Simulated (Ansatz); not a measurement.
# A barrier at the coupled-cluster level

Start structure (GeH6SO2, singlet), relaxed at PBE0-D4/def2-TZVP:

```
atom    x (Å)    y (Å)    z (Å)
 Ge1  -0.4640  -1.6299  -0.6313
  S2   1.5178  -0.7069  -0.1570
  H3  -0.6037  -1.7674  -2.1532
  H4  -0.4088  -3.0084   0.0362
  H5  -1.5890  -0.7689  -0.0491
  H6   0.4384   0.7626   1.3536
  O7  -0.1630   1.5005   1.5684
  O8  -0.2082   2.1778   0.3144
  H9   1.2459   0.4346  -0.8161
 H10   0.2346   3.0060   0.5342
```

The step: GeH₄S ([SH][GeH3]) + H₂O₂ ([OH][OH]) → GeH₄O₂ ([OH][O][GeH3]) + H₂S; bonds formed: Ge1–O7, S2–H6; bonds broken: Ge1–S2, H6–O7. Computed with Ansatz 0.2.0 (basis: def2-TZVPP and def2-QZVPP); correlated methods freeze the cores. Filled d shells of the heavier atoms are correlated. The def2 sets are not built for correlating such inner shells, so the correlated values are less sure here. Extrapolation: Hartree–Fock as exp(−7.88 √X), correlation as X^−2.97. Energies below are by CCSD(T) at an estimated basis limit (MP2 extrapolated from triple and quadruple zeta, plus CCSD(T) − MP2 in triple zeta).

(1) What are the electronic barrier and the energy of the step, from the start structure to the end structure? (An estimate is asked for; the value comes from the calculation.)

No T1 diagnostic of these runs exceeds 0.014.

## Answers

(1) By the calculation: Barrier 35.61 kcal/mol; step energy 7.03 kcal/mol (uphill); reverse barrier, their difference, 28.58 kcal/mol. Barrier and step energy count from the start structure, the reverse barrier from the end structure.

The saddle point: One imaginary mode of 382i cm⁻¹.
```
  pair  start (Å)  saddle (Å)  end (Å)
Ge1–O7       3.84        2.01     1.82
 S2–H6       2.37        1.76     1.35
Ge1–S2       2.24        2.71     4.01
 H6–O7       0.98        1.10     2.20
```

Zero-point energy (harmonic, PBE0-D4): ZPE is 38.47 kcal/mol at the start and 36.09 kcal/mol at the saddle, so the barrier goes from 35.61 to 33.23 kcal/mol.

Labels in which every atom is bracketed show which atoms are joined, not bond orders.

For scale, one of the runs: CCSD(T)/def2-TZVPP, 236 basis functions, launched by `ansatz run in.yaml --threads 8 --pin off --events-out ev --progress --plain --max-ram 19148MiB`. Hardware: 8 CPU threads of an Intel Xeon 6975P-C, shared host. Wall time 22 s; peak host memory 4.9 GiB.
